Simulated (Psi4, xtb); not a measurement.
Intermolecular potential of HBr ··· H4Ge (SMILES Br and [GeH4]), singlet. Monomers: optimised at B3LYP-D3(BJ) (def2-TZVP), held rigid. Orientation: a higher rigid-body minimum at GFN2-xTB. The monomers approach along the line of their centres of mass (distance R); nothing else relaxes.

Geometry at R = 3.52 Å (first 2 atoms: monomer A):
```
7

Br     0.7124     0.0000     0.0000
H     -0.7124     0.0000     0.0000
Ge     2.8327    -1.4562    -2.3924
H      2.3545    -0.0981    -2.9269
H      3.5549    -1.2535    -1.0522
H      3.7981    -2.0929    -3.4030
H      1.6232    -2.3804    -2.1875
```

Methods: PBE-D3(BJ)/def2-TZVP, counterpoise-corrected (Psi4); GFN1-xTB (xtb); B3LYP/def2-TZVP, counterpoise-corrected (Psi4); SAPT0/jun-cc-pVDZ, frozen core (Psi4).

Interaction energies in kJ/mol:

```tsv
R / Å	PBE-D3(BJ)/def2-TZVP	GFN1-xTB	B3LYP/def2-TZVP
2.90	39.75	-13.11	57.21
3.16	13.14	-33.03	25.97
3.29	6.13	-36.01	17.28
3.52	-0.63	-35.66	8.29
3.71	-3.03	-32.65	4.52
3.95	-4.01	-27.65	2.18
4.23	-3.82	-21.76	1.08
4.56	-3.01	-15.72	0.62
5.05	-1.83	-9.05	0.38
5.75	-0.81	-3.62	0.17
6.71	-0.27	-0.90	0.02
7.99	-0.09	-0.17	-0.01
```

### Question
Predict the corresponding SAPT0/jun-cc-pVDZ column.

### Answer
2.90: 51.82; 3.16: 21.18; 3.29: 12.76; 3.52: 4.23; 3.71: 0.84; 3.95: -1.00; 4.23: -1.53; 4.56: -1.36; 5.05: -0.87; 5.75: -0.43; 6.71: -0.17; 7.99: -0.06 (kJ/mol).
